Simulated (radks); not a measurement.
Species: the lithium ion Li2+. Configuration: 1s1. Calculated with a radial shooting solver on a logarithmic mesh with Libxc functionals: scalar-relativistic Kohn-Sham, Wu-Cohen GGA, spin-unpolarised, spherical densities, finite nucleus; Fermi nuclear charge, rms radius 2.444 fm; without spin polarisation the odd electron is poorly described.

Normalised radial functions P(r) = r R(r), r in bohr:

| r | 1s |
|---|---|
| 0.03083 | 0.2872 |
| 0.0359 | 0.3293 |
| 0.04179 | 0.3766 |
| 0.04865 | 0.4294 |
| 0.05664 | 0.4879 |
| 0.06593 | 0.5522 |
| 0.07676 | 0.6222 |
| 0.09007 | 0.7013 |
| 0.1049 | 0.7808 |
| 0.1221 | 0.8630 |
| 0.1421 | 0.9458 |
| 0.1654 | 1.0265 |
| 0.1926 | 1.1015 |
| 0.2242 | 1.1665 |
| 0.261 | 1.2167 |
| 0.3039 | 1.2470 |
| 0.3538 | 1.2522 |
| 0.4118 | 1.2282 |
| 0.4794 | 1.1722 |
| 0.5582 | 1.0838 |
| 0.6498 | 0.9659 |
| 0.7564 | 0.8249 |
| 0.8806 | 0.6710 |
| 1.025 | 0.5165 |
| 1.193 | 0.3728 |
| 1.389 | 0.2495 |
| 1.617 | 0.1528 |
| 1.883 | 0.0843 |

1s: eigenvalue -98.471 eV, 0 radial nodes, <r> = 0.516 bohr, 90 % of the charge inside 0.921 bohr.
